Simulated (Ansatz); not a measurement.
Two members of one family (GaAs nanocrystals, H-capped) that differ in charge, which shifts all levels, computed with Ansatz in the gas phase. Levels of anions in sets without diffuse functions are rough. A dash marks a value that wasn't run or was left out as unsound. The structures are stationary points that may keep the symmetry of their start. Remarks come from the PBE and PBE0 runs and from stability tests at other levels; not every state was tested. HOMO above LUMO (over both spins in singlets and doublets, within one spin in higher multiplets; at PBE or PBE0), or a gap under 0.15 eV within one spin, warns that the state may not be the lowest or that an electron is smeared out.

First: Ga9As9H28, cut from zinc blende, disc (singlet, charge 0, PBE-D4/def2-SVP geometry).

```csv
atom,x (Å),y (Å),z (Å)
Ga1,0.142,4.035,-2.442
Ga2,-4.225,-1.403,-2.251
Ga3,-1.157,-4.058,-0.264
Ga4,-0.214,0.105,-0.985
Ga5,-1.018,2.967,1.550
Ga6,-1.725,-1.037,2.255
Ga7,2.172,0.476,2.273
Ga8,2.864,4.574,0.601
Ga9,1.836,-3.945,2.279
As10,-2.624,0.413,-1.572
As11,0.963,1.601,-2.554
As12,0.469,4.264,0.001
As13,0.073,-2.301,-1.600
As14,-3.501,-3.302,-0.761
As15,-0.558,-3.264,1.961
As16,3.494,2.121,0.958
As17,2.964,-1.785,1.582
As18,-0.091,0.620,1.365
H19,1.157,4.873,-3.311
H20,-1.373,3.783,-2.838
H21,-3.706,-1.847,-3.676
H22,-5.688,-0.977,-1.873
H23,-0.879,-5.498,-0.836
H24,-2.475,2.915,0.923
H25,-0.727,3.423,3.035
H26,-2.877,-1.088,1.144
H27,-2.034,-0.816,3.784
H28,2.313,0.673,3.828
H29,3.728,5.022,-0.645
H30,3.011,5.161,2.060
H31,2.206,-5.019,1.179
H32,2.160,-4.060,3.817
H33,-2.629,1.437,-2.705
H34,-3.148,1.325,-0.469
H35,0.854,0.923,-3.919
H36,2.453,1.353,-2.335
H37,-0.039,5.697,0.186
H38,-0.181,-2.427,-3.100
H39,1.561,-2.630,-1.620
H40,-4.166,-4.531,-1.379
H41,-4.267,-3.302,0.552
H42,-1.321,-4.278,2.814
H43,3.727,1.422,-0.381
H44,4.936,2.010,1.450
H45,3.081,-1.719,0.060
H46,4.461,-1.907,1.859
```

| level | HOMO (eV) | LUMO (eV) | gap (eV) | vertical IE (eV) |
| --- | --- | --- | --- | --- |
| PBE-D4/def2-SVP | -5.88 | -2.24 | 3.63 | – |
| PBE-D4/def2-TZVP | -5.92 | -2.32 | 3.60 | 7.53 |
| B3LYP-D4/6-31G | -6.62 | -1.70 | 4.92 | – |
| PBE0-D4/def2-SVP | -6.85 | -1.54 | 5.31 | – |
| PBE0-D4/def2-TZVP | -6.86 | -1.60 | 5.26 | 7.94 |

Remarks: gap within one spin near zero at PBE or PBE0 (+1 doublet).

Second: Ga10As9H26⁻, cut from wurtzite (singlet, charge -1, PBE-D4/def2-SVP geometry).

```xyz
45

Ga   -2.854    1.721   -2.942
As   -4.399    0.533   -1.274
Ga    0.977    1.651   -3.865
As    2.611    2.853   -2.375
As   -0.669    0.887   -2.149
Ga   -0.179    1.665    0.139
Ga   -3.542   -0.940    0.549
As   -1.831    0.472    1.635
Ga    3.927    1.695   -0.571
As    2.052    0.925    0.887
Ga    2.589    1.798    3.135
Ga   -0.921   -0.904    3.474
As    0.776    0.606    4.504
Ga   -0.652   -1.546   -2.334
As   -2.116   -2.587   -0.600
As    1.632   -2.071   -1.436
Ga    2.269   -1.505    0.924
Ga   -1.008   -4.211    0.958
As    0.399   -2.551    2.205
H    -3.067    3.260   -2.631
H    -3.251    1.071   -4.334
H    -5.349    1.515   -0.584
H    -5.493   -0.268   -1.982
H     0.305    2.709   -4.840
H     1.792    0.411   -4.433
H     1.877    4.028   -1.734
H     3.558    3.697   -3.235
H    -0.407    3.225    0.323
H    -4.678   -1.508    1.494
H    -2.642    1.555    2.349
H     4.808    2.776    0.188
H     4.599    0.453   -1.301
H     2.237    3.335    3.291
H     3.937    1.174    3.691
H    -1.978   -1.472    4.506
H    -0.026    1.590    5.358
H     1.372   -0.170    5.681
H    -0.877   -2.191   -3.761
H    -3.107   -3.426   -1.410
H     2.614   -1.320   -2.327
H     2.063   -3.491   -1.804
H     3.672   -2.126    1.311
H    -2.091   -4.829    1.937
H    -0.033   -5.122    0.094
H     1.107   -3.365    3.290
```

Estimate the same table for the second.


| level | HOMO (eV) | LUMO (eV) | gap (eV) | vertical IE (eV) |
| --- | --- | --- | --- | --- |
| PBE-D4/def2-SVP | -3.04 | 0.62 | 3.66 | – |
| PBE-D4/def2-TZVP | -3.12 | 0.49 | 3.61 | 4.66 |
| B3LYP-D4/6-31G | -3.77 | 1.27 | 5.04 | – |
| PBE0-D4/def2-SVP | -3.99 | 1.30 | 5.29 | – |
| PBE0-D4/def2-TZVP | -4.03 | 1.19 | 5.22 | 5.08 |

Remarks: gap within one spin near zero at PBE or PBE0 (neutral doublet).
